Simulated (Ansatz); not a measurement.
An input meant for Al₄Sb₄H₁₆⁺, a cluster cut from zinc blende AlSb (hydrogen-capped) (charge 1, doublet; atoms displaced at random, 0.08 Å in each coordinate).

```yaml
crystal:
  periodic: [false, false, false]
  atoms:
    - {symbol: Al, position_ang: [-1.755877, 1.844876, -1.767921]}
    - {symbol: Al, position_ang: [1.814853, -1.847755, -1.809041]}
    - {symbol: Al, position_ang: [-1.872171, -2.008945, 1.580278]}
    - {symbol: Al, position_ang: [1.746651, 1.763440, 1.708260]}
    - {symbol: Sb, position_ang: [-2.894630, -0.052164, -0.129024]}
    - {symbol: Sb, position_ang: [-0.107446, -2.820573, -0.102302]}
    - {symbol: Sb, position_ang: [-0.107953, 2.834456, -0.140359]}
    - {symbol: Sb, position_ang: [2.979065, 0.054485, 0.029270]}
    - {symbol: H, position_ang: [-2.785621, 2.920955, -2.045106]}
    - {symbol: H, position_ang: [-0.849374, 0.996871, -2.873291]}
    - {symbol: H, position_ang: [3.158506, -3.008718, -2.001975]}
    - {symbol: H, position_ang: [0.825044, -1.018411, -2.813199]}
    - {symbol: H, position_ang: [-2.916407, -2.853160, 2.119936]}
    - {symbol: H, position_ang: [-0.985992, -1.063590, 2.879558]}
    - {symbol: H, position_ang: [0.963129, 0.970752, 2.788159]}
    - {symbol: H, position_ang: [2.829960, 2.792833, 2.024971]}
    - {symbol: H, position_ang: [-4.104434, -0.774368, -0.946223]}
    - {symbol: H, position_ang: [-4.109344, 0.768688, 1.006019]}
    - {symbol: H, position_ang: [-0.697156, -4.121460, -1.078040]}
    - {symbol: H, position_ang: [0.997323, -4.024855, 0.987020]}
    - {symbol: H, position_ang: [0.937291, 4.134972, -0.983429]}
    - {symbol: H, position_ang: [-0.779345, 4.127762, 0.944390]}
    - {symbol: H, position_ang: [4.068876, 0.870620, -0.959107]}
    - {symbol: H, position_ang: [4.037026, -0.850015, 0.765006]}
basis:
  gaussian: {orbitals: def2-mTZVP}
total_charge: 1
magnetization: {spin_polarized: true, initial_magnetization: 1}
hamiltonian: {xc: {name: wB97M-V}, dispersion: rvv10}
output: {forces: true}
```

```sh
$ ansatz run in.yaml --threads 4 --pin off --events-out ev --progress --plain --max-ram 6963MiB
```

Shortened log:

```
Error: invalid value for `hamiltonian.dispersion`: this functional's text states its nonlocal part
```

Something in this input is off. What?

The functional holds a nonlocal dispersion part already, so the dispersion key must go. The input was rejected before any iteration.
